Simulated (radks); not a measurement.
Zn29+, 1 electrons, occupied as 1s1 (the NIST ground configuration). Calculated with a radial shooting solver on a logarithmic mesh with Libxc functionals: Dirac Kohn-Sham, relativistic LDA (MacDonald-Vosko exchange, VWN5 correlation), spin-unpolarised, spherical densities, finite nucleus; Fermi nuclear charge, rms radius 3.9283 fm.

Normalised radial functions P(r) = r R(r) (large component), r in bohr:

r	1s1/2
0.002442	0.7903
0.002842	0.9057
0.003309	1.0360
0.003852	1.1822
0.004485	1.3454
0.005179	1.5165
0.006029	1.7147
0.007019	1.9307
0.008171	2.1633
0.009513	2.4103
0.01107	2.6679
0.01289	2.9303
0.01489	3.1766
0.01733	3.4244
0.02018	3.6476
0.02349	3.8315
0.02735	3.9598
0.03184	4.0159
0.03706	3.9843
0.0428	3.8627
0.04983	3.6322
0.05801	3.3002
0.06753	2.8810
0.07862	2.4009
0.09153	1.8953
0.1066	1.4048
0.1231	0.9889
0.1433	0.6285
0.1668	0.3620
0.1942	0.1859

1s1/2: eigenvalue -12102.3 eV, 0 radial nodes, <r> = 0.0494 bohr, 90 % of the charge inside 0.0881 bohr.
